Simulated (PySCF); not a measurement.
Below is a simulated gas-phase C 1s photoelectron spectrum of `O(c1ccccc1)[SiH3]`.

Every computed line was given a Gaussian of 0.8 eV full width at half maximum and an area set by the number of equivalent atoms; the highest printed point is 100. Level of theory: PySCF 2.14.0, delta-SCF UKS SCAN, pcX-2 on the ionised atom, pcseg-1 elsewhere, spin-free X2C.

```
binding energy (eV)  intensity
              288.8          0
              288.9          0
              289.0          1
              289.1          2
              289.2          4
              289.3          8
              289.4         14
              289.5         24
              289.6         37
              289.7         53
              289.8         70
              289.9         85
              290.0         96
              290.1        100
              290.2         97
              290.3         87
              290.4         72
              290.5         56
              290.6         40
              290.7         26
              290.8         16
              290.9          9
              291.0          5
              291.1          3
              291.2          3
              291.3          3
              291.4          5
              291.5          8
              291.6         12
              291.7         15
              291.8         19
              291.9         21
              292.0         21
              292.1         20
              292.2         17
              292.3         13
              292.4         10
              292.5          6
              292.6          4
              292.7          2
              292.8          1
              292.9          1
              293.0          0
              293.1          0
```

Count the maxima, the lines and the sites behind this envelope.

The curve has 2 maxima (at 290.1 and 292.0 eV). Under it lie 4 lines from 4 inequivalent carbon sites. At this width some lines have no maximum of their own.

Decompose the envelope and assign each component. Numbering: `[SiH3:1][O:2][c:3]1[cH:4][cH:5][cH:6][cH:7][cH:8]1`.

| position (eV) | relative area | line | atoms | environment |
| --- | --- | --- | --- | --- |
| 289.99 | 1 | C 1s | C6 | aromatic CH carbon |
| 290.03 | 2 | C 1s | C4/C8 | aromatic CH carbon |
| 290.25 | 2 | C 1s | C5/C7 | aromatic CH carbon |
| 291.97 | 1 | C 1s | C3 | aromatic carbon bearing oxygen |

What are the centre and the root-mean-square width of the whole band?

The area-weighted mean of the lines is 290.42 eV. Their own spread about it is 0.70 eV (rms) and each Gaussian has σ = 0.8/2.355 = 0.34 eV; the variances add, which gives 0.78 eV.

The listed C 1s values span 1.98 eV, from C6 (bonded to 2 C (aromatic in the SMILES) and H) to C3 (bonded to O and 2 C (aromatic in the SMILES)). The widest gap between neighbouring values is 1.72 eV, between 290.25 and 291.97 eV. Summing the Pauling electronegativity differences to the bonded atoms, each weighted by its formal bond order, gives -0.35 for the lowest site and +0.89 for the highest; no listed site has a larger sum than the highest. The values 289.99 and 290.03 eV lie too close for their order to be trusted.

No satellites, vibrations or lifetime broadening are included. Topologically equivalent atoms share the value of their first member; where this conformer doesn't relate them by symmetry, their own values could differ. The unrestricted hole states depart most from a pure doublet (⟨S²⟩ = 0.75; over 0.85 named) for C 1s of C3 (0.87), which makes this value less certain. The structure is a single PBE0-D3(BJ)/def2-SVP conformer in the gas phase; no vibrational or solvent corrections.

The run took 80 s of wall time on one thread, Arm Neoverse V1 (shared host).

The values belong to the conformer `[SiH3:1][O:2][c:3]1[cH:4][cH:5][cH:6][cH:7][cH:8]1`: Si1–O2–C3–C4 178°.
